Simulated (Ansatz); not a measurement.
The same path of FHInO (4 atoms, charge 0, multiplicity 2) was run twice with different band settings. Lost on the way: In2–H4. Made: O1–H4.

Method: Ansatz, UKS PBE-D4/def2-SVP.

Relaxed end points:

```xyz
4
Properties=species:S:1:pos:R:3
O -1.847 -0.646 0.047
In 0.030 0.125 -0.087
F 1.269 -1.087 0.866
H 0.604 1.548 -0.847
```

```xyz
4
Properties=species:S:1:pos:R:3
O -1.011 0.393 -0.433
In 0.929 -0.003 0.148
F 1.175 -1.679 1.209
H -1.037 1.229 -0.943
```

Common settings: movable images 7; climbing image yes; spring 5.0 eV/Å²; optimiser quadratic models (default); start path through a guess of the saddle point; force threshold 0.03 eV/Å; end points relaxed.

| run | iteration limit |
| --- | --- |
| 1 | 60 |
| 2 | 10 |

Question: What does each run give, and how far can it be trusted?

Answer: Run 1: converged after 9 iterations, highest image 0.651 eV above the first end. Neighbouring images differ by up to 1.7 eV, so the band resolves the path poorly. A vibrational analysis at the climbing image gives one clearly imaginary mode, 834i cm⁻¹: a first-order saddle point.
Run 2: converged after 9 iterations, highest image 0.651 eV above the first end. Neighbouring images differ by up to 1.7 eV, so the band resolves the path poorly. Another band between the same ends (7 images) ends at a top of the same energy, where a vibrational analysis finds 1 clearly imaginary mode.
